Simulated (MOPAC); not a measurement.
MOPAC input (PM7):

```
PM7 FORCE THERMO(298,298) PRECISE LET CHARGE=1 GEO-OK AUX(PRECISION=9) THREADS=1
CHCl2

Cl   -1.40962784 1   -0.18067937 1    0.01928473 1
C    -0.00929038 1    0.60723151 1   -0.02655132 1
Cl    1.41451184 1   -0.13854625 1   -0.00532653 1
H    -0.02634263 1    1.72174740 1   -0.07528375 1
```

Task: Which zero-point energy does it print?

Result: 9.56 kcal/mol, from the harmonic wavenumbers of PM7.
